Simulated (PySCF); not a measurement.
# Computed records: BFH3NSi, FH2Si, CH4BCl, Al2H4O2 and others

Computed with PySCF 2.14.0. Calculation on a computer-drawn molecule: optimised geometry and harmonic frequencies of an isolated molecule of the commonest isotopes, restricted reference for singlets and unrestricted otherwise, frozen core in MP2.

Common to all runs: charge 0; basis cc-pV(D+d)Z.

```json
{"entry": 1, "formula": "BFH3NSi", "start_structure": {"atoms_angstrom": [["B", 0.6982, 1.4608, -0.1325], ["N", 0.7248, 0.1561, -0.5009], ["Si", 0.8518, -1.3889, -0.9302], ["F", -0.2641, -2.1218, -1.8504], ["H", 0.208, 1.8237, 0.8411], ["H", 1.3156, 2.3229, -0.879], ["H", 1.7079, -2.4234, -0.5605]]}, "given": {"multiplicity": 1, "method": "HF", "drawn_bonds_atom": [1, 2, 3, 1, 1, 3], "drawn_bonds_other_atom": [2, 3, 4, 5, 6, 7], "drawn_bonds_order": [1, 2, 1, 1, 1, 1]}, "results": {"optimised_atom_element": ["B", "N", "Si", "F", "H", "H", "H"], "optimised_atom_x [angstrom]": [0.7423, 0.8108, 0.7981, -0.2954, 0.1525, 1.283, 1.751], "optimised_atom_y [angstrom]": [1.461, 0.1079, -1.37, -2.061, 1.817, 2.285, -2.41], "optimised_atom_z [angstrom]": [-0.1661, -0.4964, -0.9132, -1.841, 0.8232, -0.8604, -0.5584], "modes_frequency [cm^-1]": [109.2, 213.1, 299.0, 376.3, 594.5, 807.7, 923.7, 1010, 1025, 1104, 1335, 1665, 2466, 2633, 2686], "modes_reduced_mass [dalton]": [4.508, 2.539, 1.239, 13.64, 1.287, 5.43, 1.317, 1.366, 3.396, 1.355, 1.215, 11.87, 1.045, 1.051, 1.127], "rotational_constants [GHz]": [25.95, 3.245, 2.958], "total_energy [hartree]": -469.3134, "convergence_status_largest_gradient_component [hartree/bohr]": 3.882e-05}}
{"entry": 2, "formula": "FH2Si", "start_structure": {"atoms_angstrom": [["F", -2.3769, 0.642, 1.5055], ["Si", -2.7052, 0.4107, 3.0751], ["H", -1.4815, -0.1055, 3.7244], ["H", -3.816, -0.5604, 3.169]]}, "given": {"multiplicity": 2, "method": "MP2", "drawn_bonds_atom": [1, 2, 2], "drawn_bonds_other_atom": [2, 3, 4], "drawn_bonds_order": [1, 1, 1]}, "results": {"optimised_atom_element": ["F", "Si", "H", "H"], "optimised_atom_x [angstrom]": [-2.374, -2.705, -1.483, -3.817], "optimised_atom_y [angstrom]": [0.6513, 0.41, -0.1098, -0.5647], "optimised_atom_z [angstrom]": [1.488, 3.074, 3.734, 3.178], "modes_frequency [cm^-1]": [725.3, 818.3, 876.2, 961.6, 2256, 2289], "modes_reduced_mass [dalton]": [1.14, 1.622, 2.907, 1.088, 1.029, 1.056], "rotational_constants [GHz]": [130.4, 14.95, 14.06], "total_energy [hartree]": -389.8206, "spin_squared": 0.7528, "convergence_status_largest_gradient_component [hartree/bohr]": 2.548e-05}}
{"entry": 3, "formula": "CH4BCl", "start_structure": {"atoms_angstrom": [["C", -1.5379, 0.8606, -1.3634], ["B", -1.8907, 0.1484, 0.0146], ["Cl", -1.2188, 0.7248, 1.4186], ["H", -1.0925, 0.1246, -2.0865], ["H", -2.4308, 1.2345, -1.8664], ["H", -0.7866, 1.6583, -1.2247], ["H", -2.6569, -0.688, 0.0627]]}, "given": {"multiplicity": 1, "method": "HF", "drawn_bonds_atom": [1, 2, 1, 1, 1, 2], "drawn_bonds_other_atom": [2, 3, 4, 5, 6, 7], "drawn_bonds_order": [1, 1, 1, 1, 1, 1]}, "results": {"optimised_atom_element": ["C", "B", "Cl", "H", "H", "H", "H"], "optimised_atom_x [angstrom]": [-1.516, -1.898, -1.19, -1.099, -2.426, -0.8051, -2.68], "optimised_atom_y [angstrom]": [0.8659, 0.1843, 0.7041, 0.1075, 1.232, 1.687, -0.7173], "optimised_atom_z [angstrom]": [-1.378, -0.02209, 1.516, -2.052, -1.868, -1.286, 0.04357], "modes_frequency [cm^-1]": [45.82, 338.4, 686.1, 707.2, 941.4, 998.2, 1083, 1233, 1444, 1547, 1557, 2752, 3159, 3214, 3277], "modes_reduced_mass [dalton]": [1.138, 3.19, 1.1, 2.896, 1.541, 1.701, 2.204, 1.486, 1.351, 1.068, 1.051, 1.095, 1.041, 1.095, 1.1], "rotational_constants [GHz]": [41.99, 5.014, 4.605], "total_energy [hartree]": -524.4340, "convergence_status_largest_gradient_component [hartree/bohr]": 1.46e-05}}
{"entry": 4, "formula": "Al2H4O2", "start_structure": {"atoms_angstrom": [["O", -1.3085, -3.5642, 1.5608], ["Al", -1.6866, -2.1399, 2.1392], ["Al", 0.0546, -0.3395, 2.4607], ["O", -0.3225, 1.1685, 3.0214], ["H", -1.1868, -4.4908, 1.2798], ["H", -3.1432, -1.8091, 2.4851], ["H", 1.6427, -0.5992, 2.1377], ["H", -0.4651, 2.0663, 3.4095]]}, "given": {"multiplicity": 1, "method": "HF", "drawn_bonds_atom": [1, 2, 3, 1, 2, 3, 4], "drawn_bonds_other_atom": [2, 3, 4, 5, 6, 7, 8], "drawn_bonds_order": [1, 1, 1, 1, 1, 1, 1]}, "results": {"optimised_atom_element": ["O", "Al", "Al", "O", "H", "H", "H", "H"], "optimised_atom_x [angstrom]": [-1.317, -1.593, 0.08896, -0.4923, -1.834, -2.845, 1.593, -0.016], "optimised_atom_y [angstrom]": [-3.248, -2.283, -0.3394, 1.223, -3.98, -2.664, -0.4516, 2.035], "optimised_atom_z [angstrom]": [1.03, 2.403, 2.781, 2.445, 0.7338, 3.306, 3.285, 2.51], "modes_frequency [cm^-1]": [33.52, 135.0, 143.4, 345.3, 393.0, 394.9, 511.5, 520.1, 579.7, 599.7, 736.3, 751.1, 856.4, 888.1, 1933, 1952, 4205, 4206], "modes_reduced_mass [dalton]": [4.525, 3.922, 4.65, 2.317, 1.697, 1.158, 1.239, 1.263, 1.093, 1.097, 1.324, 1.459, 5.237, 4.036, 1.043, 1.042, 1.067, 1.068], "rotational_constants [GHz]": [11.58, 1.666, 1.65], "total_energy [hartree]": -636.0028, "convergence_status_largest_gradient_component [hartree/bohr]": 2.92e-05}}
{"entry": 5, "formula": "CH4AlO", "start_structure": {"atoms_angstrom": [["O", -2.263, -1.9462, -1.8158], ["C", -0.9268, -2.4491, -2.2581], ["Al", -0.7855, -0.7406, -1.2429], ["H", -2.9425, -2.5256, -2.0028], ["H", -1.01, -3.3512, -2.6901], ["H", -0.608, -0.7978, 0.3238], ["H", -0.9196, 0.5762, -2.0511]]}, "given": {"multiplicity": 2, "method": "HF", "drawn_bonds_atom": [1, 2, 1, 2, 3, 3], "drawn_bonds_other_atom": [2, 3, 4, 5, 6, 7], "drawn_bonds_order": [1, 1, 1, 1, 1, 1]}, "results": {"optimised_atom_element": ["O", "C", "Al", "H", "H", "H", "H"], "optimised_atom_x [angstrom]": [-2.474, -1.503, -0.7143, -2.761, -1.235, 0.4086, -1.177], "optimised_atom_y [angstrom]": [-2.153, -2.219, -0.6168, -3.017, -3.237, -0.7996, 0.8089], "optimised_atom_z [angstrom]": [-2.755, -1.806, -1.086, -3.01, -1.516, 0.01356, -1.578], "modes_frequency [cm^-1]": [238.0, 239.5, 359.3, 546.2, 596.0, 632.1, 688.9, 838.4, 1267, 1317, 1529, 1984, 2002, 3233, 4144], "modes_reduced_mass [dalton]": [2.815, 1.315, 1.116, 1.64, 1.218, 1.246, 2.687, 1.124, 1.706, 1.789, 1.451, 1.048, 1.037, 1.086, 1.067], "rotational_constants [GHz]": [42.92, 4.93, 4.422], "total_energy [hartree]": -356.9259, "spin_squared": 0.7588, "convergence_status_largest_gradient_component [hartree/bohr]": 2.848e-05}}
```
